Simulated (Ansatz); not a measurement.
CH$_{7}$BOSi (`OBC[SiH3]`), 11 atoms. Total charge 0; spin multiplicity 1. All runs use 2 threads of an Intel Xeon Platinum 8259CL on a shared host. Correlated methods freeze the cores.

Problem. Give the basis size and wall time and peak host memory of each of these runs in Ansatz. RHF-CCSD(T)/def2-SVP energy; RKS B97M-V/def2-TZVPP energy; RKS ωB97M-V/def2-QZVPP energy; RKS ωB97M-V/def2-SVP energy; RKS PBE0-D4/def2-SVP energy; RKS r2SCANh-D4/def2-TZVPP energy; RKS PBE0-D4/def2-QZVPP energy; RKS r2SCAN0-D4/def2-TZVPP energy; RKS PBE0-D4/def2-TZVP relaxation (32 steps); RHF-MP2/def2-QZVPP energy; RKS PBE0-D4/def2-TZVP frequencies; RKS B2PLYP (frozen core)/def2-TZVPP energy. (Estimate.)

Solution. Computed: Other jobs shared the machine, so times are rough.

```csv
level,job,functions,wall time,peak host memory (GiB)
RKS PBE0-D4/def2-SVP,energy,95,1.4 s,0.19
RHF-CCSD(T)/def2-SVP,energy,95,4.3 s,0.37
RKS ωB97M-V/def2-SVP,energy,95,4.8 s,0.28
RKS r2SCANh-D4/def2-TZVPP,energy,233,5.5 s,0.5
RKS r2SCAN0-D4/def2-TZVPP,energy,233,5.5 s,0.5
RKS B2PLYP (frozen core)/def2-TZVPP,energy,233,7 s,0.55
RKS B97M-V/def2-TZVPP,energy,233,11 s,0.36
RKS PBE0-D4/def2-QZVPP,energy,451,12 s,1.2
RKS ωB97M-V/def2-QZVPP,energy,451,25 s,1.6
RHF-MP2/def2-QZVPP,energy,451,28 s,2.5
RKS PBE0-D4/def2-TZVP,relaxation (32 steps),172,2.3 min,0.43
RKS PBE0-D4/def2-TZVP,frequencies,172,3.4 min,0.41
```
